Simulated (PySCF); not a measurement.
ZnHI, SMILES [ZnH][I].

Geometry optimised at B3LYP-D3(BJ)/def2-TZVP. The def2 effective core potentials stand for the cores of I; spin–orbit coupling is left out.

Level of theory: TDA-B3LYP/def2-TZVPD (PySCF 2.14.0).

Vertical excitations; the highest root listed may be one member of a degenerate set.  State labels are in the subgroup C2v.

Computed excitation energies, oscillator strengths and character:
```
state  symmetry  energy (eV)  λ (nm)      f                                              main pairs
-----  --------  -----------  ------  -----  ------------------------------------------------------
S1           B2         5.31     233  0.031                              HOMO→LUMO (degenerate set)
S2           B1         5.31     233  0.031                            HOMO−1→LUMO (degenerate set)
S3           A2         5.36     231  0.000                    HOMO−1→LUMO+2 50 %, HOMO→LUMO+1 50 %
S4           A1         5.40     230  0.000             HOMO−1→LUMO+1, HOMO→LUMO+2 (degenerate set)
S5           A2         5.40     230  0.000             HOMO→LUMO+1, HOMO−1→LUMO+2 (degenerate set)
S6           A1         5.81     213  0.029  HOMO→LUMO+2 40 %, HOMO−1→LUMO+1 40 %, HOMO−2→LUMO 16 %
S7           B1         6.38     194  0.008                          HOMO−2→LUMO+1 (degenerate set)
S8           B2         6.38     194  0.008                          HOMO−2→LUMO+2 (degenerate set)
S9           B1         7.30     170  0.021                          HOMO−1→LUMO+3 (degenerate set)
S10          B2         7.30     170  0.021                            HOMO→LUMO+3 (degenerate set)
T1           B1         4.98     249      0                            HOMO−1→LUMO (degenerate set)
T2           B2         4.98     249      0                              HOMO→LUMO (degenerate set)
T3           A1         5.11     243      0                    HOMO−1→LUMO+1 48 %, HOMO→LUMO+2 48 %
T4           A1         5.22     238      0                    HOMO→LUMO+2 49 %, HOMO−1→LUMO+1 49 %
```
Triplets are in the Tamm–Dancoff approximation.
